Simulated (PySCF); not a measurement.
From one molecule to another.

First species: C₃H₉GeNSi.
Atom-mapped SMILES: `[NH2:1][CH2:2][SiH2:3][C:4]#[C:5][GeH3:6]` (hydrogens: H7, H8 on N1; H9, H10 on C2; H11, H12 on Si3; H13, H14, H15 on Ge6)

Second species: BH2(NCO), CH₂BNO.
Structure used (PBE0-D3(BJ)/def2-SVP), in Å, numbered top down from 1:
```xyz
6
CH2BNO angstrom
B      0.545    0.955   -0.003
H      1.751    0.928    0.056
H     -0.064    1.997   -0.044
N     -0.167   -0.256   -0.020
C     -0.747   -1.304   -0.002
O     -1.317   -2.321    0.013
```

Levels: CAM-B3LYP/def2-SVPD for dipole moment, HOMO energy, LUMO energy, HOMO–LUMO gap, static isotropic polarisability and electronic spatial extent ⟨r²⟩ about the centre of nuclear charge; TDDFT CAM-B3LYP/def2-SVPD for lowest singlet excitation; PBE0-D3(BJ)/def2-SVP for rotational constant A and rotational constant C. Geometries: PBE0-D3(BJ)/def2-SVP. Each species is one conformer at its optimised geometry, gas phase, non-relativistic unless stated. Electronic properties by PySCF.

Dipoles, sizes and rotational constants follow the conformer. The torsions of the flexible species, by atom-mapped SMILES:
- `[NH2:1][CH2:2][SiH2:3][C:4]#[C:5][GeH3:6]`: N1–C2–Si3–C4 57°, H–N1–C2–Si3 -62°, H–N1–C2–Si3 179°

Values for the first species:

| Property | Result |
| --- | --- |
| Dipole moment | 1.60 D |
| HOMO energy | -8.42 eV |
| LUMO energy | 0.59 eV |
| HOMO–LUMO gap | 9.01 eV |
| Lowest singlet excitation | 5.61 eV |
| Static isotropic polarisability | 104.3 au |
| Electronic spatial extent ⟨r²⟩ about the centre of nuclear charge | 2119 bohr² |
| Rotational constant A | 4.543 GHz |
| Rotational constant C | 0.482 GHz |

(1) Estimate the same properties for the second species, and the change in each.

## Answers

(1) 
```csv
property,first,second,second less first
dipole moment,1.60 D,1.24 D,-0.36 D
HOMO energy,-8.42 eV,-9.74 eV,-1.32 eV
LUMO energy,0.59 eV,-0.93 eV,-1.52 eV
HOMO–LUMO gap,9.01 eV,8.81 eV,-0.20 eV
lowest singlet excitation,5.61 eV,4.58 eV,-1.03 eV
static isotropic polarisability,104.3 au,38.2 au,-66.1 au
electronic spatial extent ⟨r²⟩ about the centre of nuclear charge,2119 bohr²,288 bohr²,-1831 bohr²
rotational constant A,4.543 GHz,224.631 GHz,+220.088 GHz
rotational constant C,0.482 GHz,4.243 GHz,+3.761 GHz
```

On the first: The principal polarisabilities are 83.6, 92.5 and 136.7 au; their mean is the isotropic value. The calculation is non-relativistic and has no spin–orbit coupling, an omission that weighs most on germanium.

On the second: S1 lies 4.23 eV below the HOMO–LUMO gap; its leading configuration is HOMO→LUMO, weight 0.98. The 10 singlets span 4.58 to 9.03 eV, and their oscillator strengths add up to 1.11.
